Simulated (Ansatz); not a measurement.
Basis sets compared for Sn(CF3)H3 (CH3F3Sn). The state is a singlet with charge 0. Geometry PBE-D4/def2-SVP. Ansatz on 2 threads of Intel Xeon Platinum 8488C on a shared host; times are rough, and most runs start from earlier orbitals.

```xyz
8

C    -0.604    0.298    0.892
F    -0.113   -0.252    2.032
F    -1.895   -0.101    0.776
F    -0.610    1.644    1.063
Sn    0.596   -0.294   -0.881
H    -0.113    0.457   -2.259
H     0.532   -2.011   -0.999
H     2.206    0.259   -0.624
```

In the def2 sets Sn takes a core potential; there is no spin–orbit coupling. Another isomer (singlet) lies 3.59 eV lower at PBE0-D4/def2-TZVP; other spin states weren't run for this one.

Binding counts from free atoms (C triplet, F doublet, Sn triplet, H doublet) in the same basis, without a counterpoise term.

```json
{"level": "PBE-D4/def2-SVP", "functions": "97", "energy (Eh)": "-553.1090", "HOMO (eV)": "-7.23", "LUMO (eV)": "-0.82", "binding per atom (eV)": "3.40", "wall time": "0.85 s"}
{"level": "PBE0-D4/def2-SVP", "functions": "97", "energy (Eh)": "-553.1184", "HOMO (eV)": "-8.76", "LUMO (eV)": "-0.08", "binding per atom (eV)": "3.25", "wall time": "1.3 s"}
```

Task: Estimate the rows for PBE-D4/def2-TZVP (with forces), PBE0-D4/def2-TZVP.

Result: 
| level | functions | energy (Eh) | HOMO (eV) | LUMO (eV) | binding per atom (eV) | wall time |
| --- | --- | --- | --- | --- | --- | --- |
| PBE-D4/def2-TZVP (with forces) | 192 | -553.5312 | -7.45 | -1.12 | 3.33 | 2.1 s |
| PBE0-D4/def2-TZVP | 192 | -553.5384 | -8.87 | -0.35 | 3.21 | 2.7 s |
